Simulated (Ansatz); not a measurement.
WH₃, SMILES [WH3] (connectivity only; charge and spin as stated), neutral, multiplicity 4.

Coordinates come from a PBE-D3(BJ)/def2-TZVPD optimisation. The spin state was assumed, not searched. The def2 effective core potentials stand for the cores of W; spin–orbit coupling is left out.

Two levels are set side by side: PBE/def2-TZVPD (Ansatz, a program for electronic structure) and CAM-B3LYP/def2-TZVPD (Ansatz). Energy differences of separate SCF runs at the same geometry; the states with an electron removed or added have multiplicity 3 and 5. Differences are taken from unrounded values.

```csv
quantity,CAM-B3LYP,PBE,PBE minus CAM-B3LYP
vertical ionisation energy (eV),8.73,8.73,0.00
vertical electron affinity (eV),0.36,0.40,0.04
```
